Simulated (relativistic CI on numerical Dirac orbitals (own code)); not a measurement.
Cd38+: sensitivity of the levels to the model

Base calculation: Dirac-Coulomb-Breit CI, orbitals from a KLI potential per configuration, model QED (radiative potential, 1s self-energy scaled to tabulated hydrogen-like ionisation energies), unscaled Slater integrals.

Configurations in the expansion (outside the closed core 1s2): 2s2.2p6, 2s2.2p5.3s, 2s2.2p5.3p, 2s2.2p5.3d, 2s.2p6.3s, 2s.2p6.3p, 2s.2p6.3d, 2s2.2p5.4s, 2s2.2p5.4p, 2s2.2p5.4d, 2s2.2p5.4f, 2s.2p6.4s, 2s.2p6.4p, 2s2.2p4.3s2, 2s.2p6.4d, 2s.2p6.4f. Levels of other configurations are missing.

Variants: (1) P86 correlation estimate; (2) QED terms removed. Shifts of the energy above 2s2.2p6 1S_0, in eV, for the lowest level and the first level of each name with at least 55 % of one term (blank where a level changes its place among those of its configuration and J or its character, or is not in the variant):

| Level | Base | Δ(1) | Δ(2) |
| --- | --- | --- | --- |
| 2s2.2p6 1S_0 | 0.00 | 0.00 | 0.00 |
| 2s2.2p5.3s 3P°_2 | 3230.55 | +1.60 | -0.77 |
| 2s2.2p5.3s 1P°_1 | 3235.35 | +1.60 | -0.77 |
| 2s2.2p5.3p 3D_3 | 3360.16 | +1.74 | +0.17 |
| 2s2.2p5.3p 1P_1 | 3360.22 | +1.74 | +0.17 |
| 2s2.2p5.3p 3P_2 | 3367.27 | +1.74 | +0.17 |
| 2s2.2p5.3s 3P°_0 | 3428.38 | +1.59 | -1.12 |
| 2s2.2p5.3s 3P°_1 | 3430.44 | +1.59 | -1.12 |
| 2s2.2p5.3d 3P°_0 | 3452.49 | +1.37 | +0.28 |
| 2s2.2p5.3d 3P°_1 | 3456.95 | +1.37 | +0.28 |
| 2s2.2p5.3d 3F°_3 | 3460.88 | +1.36 | +0.28 |
| 2s2.2p5.3d 3D°_2 | 3464.01 | +1.36 | +0.28 |
| 2s2.2p5.3d 3F°_4 | 3469.01 | +1.36 | +0.25 |
| 2s2.2p5.3d 1D°_2 | 3472.70 | +1.36 | +0.25 |
| 2s2.2p5.3d 3D°_3 | 3478.56 | +1.36 | +0.25 |
| 2s2.2p5.3d 1P°_1 | 3497.29 | +1.37 | +0.25 |
| 2s2.2p5.3p 3D_1 | 3507.14 | +1.74 | -0.10 |
| 2s2.2p5.3d 3F°_2 | 3657.99 | +1.36 | -0.08 |
| 2s.2p6.3s 3S_1 | 3696.60 | +1.89 | +2.77 |
| 2s.2p6.3s 1S_0 | 3712.48 | +1.90 | +2.81 |
| 2s.2p6.3p 3P°_0 | 3775.62 | +2.02 | +3.81 |
| 2s.2p6.3p 3P°_1 | 3777.26 | +2.02 | +3.79 |

At this charge energies of transitions that change n are usually good to better than 1 %, and those within a shell (Δn = 0) to a few per cent.

Ionisation energy from the two ground configurations alone: base 5830.84 eV; P86 correlation estimate 5832.84 eV. The NIST ASD value (semi-empirical) is 5839 eV.

LS names give the leading component of a level, which can be under half, so a name can repeat, a term be missing and a line seem to break the LS rules.
